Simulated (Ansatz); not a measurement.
`[NH2][Ti]([NH2])([OH])[F]`, charge 0, multiplicity 1.

Problem. Give a relaxed structure at PBE0-D4/def2-TZVP (Ansatz 0.2.0). (Best estimate.)

Solution. Computed: 
Z-matrix (Å, degrees):
```
Ti
N 1 1.879
O 1 1.798 2 110.9
N 1 1.874 2 106.4 3 115.8
F 1 1.778 2 107.5 3 -122.4
H 2 1.011 1 123.7 3 84.8
H 2 1.009 1 125.4 3 -102.1
H 3 0.957 1 131.0 2 1.2
H 4 1.011 1 124.4 2 79.5
H 4 1.010 1 124.0 2 -113.4
```
This is one stationary point; other conformers may exist.
